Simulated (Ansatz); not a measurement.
A structure relaxed at PBE0-D4/def2-TZVP in Ansatz, charge 0, singlet:

| atom | x (Å) | y (Å) | z (Å) |
| --- | --- | --- | --- |
| Pb1 | 0.133 | -1.566 | -0.967 |
| O2 | -0.106 | 0.142 | 0.989 |
| O3 | -0.335 | 0.197 | -1.606 |
| H4 | -0.258 | 0.599 | 0.114 |
| H5 | 0.568 | 0.628 | 1.470 |

Task: Give its formula.

Result: the cluster PbO2H2.

Task: Summarise the bond lengths by kind (pairs closer than 1.2 times the sum of covalent radii, bridged metal pairs left out).

Result: 1 × O–Pb 1.93 Å; 2 × H–O 0.96 to 1.00 Å.

In the def2 sets Pb takes a core potential; there is no spin–orbit coupling. Another isomer (singlet) lies 1.30 eV lower at PBE0-D4/def2-TZVP; other spin states weren't run for this one.
